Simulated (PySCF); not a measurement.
## Distorted geometries of Tl(NC)

Tl(NC) (singlet). PySCF 2.14.0, RKS TPSS, Tl def2-SVP with ECP60, N def2-SVP, C def2-SVP; non-relativistic Hamiltonian with scalar-relativistic core potentials where named; density fitting; no spin-orbit coupling. Relaxed geometry:

```xyz
3

Tl    0.0000    0.0000   -0.2377
N     0.0000    0.0000    2.0613
C     0.0000    0.0000    3.2537
```

Question: Order these distorted geometries by energy above the relaxed one, lowest first.
A.
```xyz
3

Tl   -0.0068    0.0515   -0.2300
N    -0.0294   -0.0286    1.9760
C     0.0362   -0.0230    3.3313
```
B.
```xyz
3

Tl   -0.0505    0.0046   -0.2461
N     0.0415   -0.0084    2.0633
C     0.0090    0.0038    3.2601
```
C.
```xyz
3

Tl   -0.0512    0.1491   -0.6007
N    -0.0875   -0.1483    2.3693
C     0.1387   -0.0008    3.3087
```

Answer: B (0.00 eV), A (1.00 eV), C (4.74 eV).

Question: Which forces (eV/Å) act in the one that lies 0.00 eV up?

Answer: 
```
Tl   0.01  0.00  0.11
N   -0.02  0.01  0.39
C    0.01 -0.01 -0.50
```
Forces carry noise of the integration grid, about 0.01 to 0.03 eV/Å.

No frequency check is given that shows the relaxed geometry to be a minimum.
